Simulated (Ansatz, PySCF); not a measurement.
O2Si, SMILES [O][Si]=O (connectivity only; charge and spin as stated), charge -1, multiplicity 2. Atoms are numbered in the order given.

```xyz
3

O      0.0000     1.4549     0.2699
Si     0.0000     0.0000    -0.2857
O      0.0000    -1.4549     0.2699
```
Charge -1, spin multiplicity 2.

Coordinates come from a B3LYP-D3(BJ)/def2-TZVPD optimisation. The isomer is the one that the SMILES or the coordinates give; other isomers of the formula were not compared.

Two levels are set side by side: PBE-D3(BJ)/def2-TZVPD (Ansatz, a program for electronic structure) and B3LYP-D3(BJ)/def2-TZVPD (Ansatz). Each level has its own optimised geometry; the coordinates shown are those of the second. Frequencies come from the Hessian of PySCF at each geometry. Differences are taken from unrounded values.

```tsv
quantity	B3LYP-D3(BJ)
mean bond length (Å)	1.557
bond O1–Si2 (Å)	1.557
bond Si2–O3 (Å)	1.557
highest harmonic wavenumber (cm⁻¹)	1198
mean harmonic wavenumber (cm⁻¹)	820
zero-point energy (kcal/mol)	3.52
```

Question: What does PBE-D3(BJ) give, and how far is it from B3LYP-D3(BJ)? (The exact figures need the calculation; the answer reports its results.)

Answer: 
```tsv
quantity	PBE-D3(BJ)	PBE-D3(BJ) minus B3LYP-D3(BJ)
mean bond length (Å)	1.573	0.016
bond O1–Si2 (Å)	1.573	0.016
bond Si2–O3 (Å)	1.573	0.016
highest harmonic wavenumber (cm⁻¹)	1156	-42
mean harmonic wavenumber (cm⁻¹)	785	-35
zero-point energy (kcal/mol)	3.37	-0.15
```

Exact exchange shortens and stiffens bonds; PBE has none. Differences between two approximate levels are no errors against the true value.
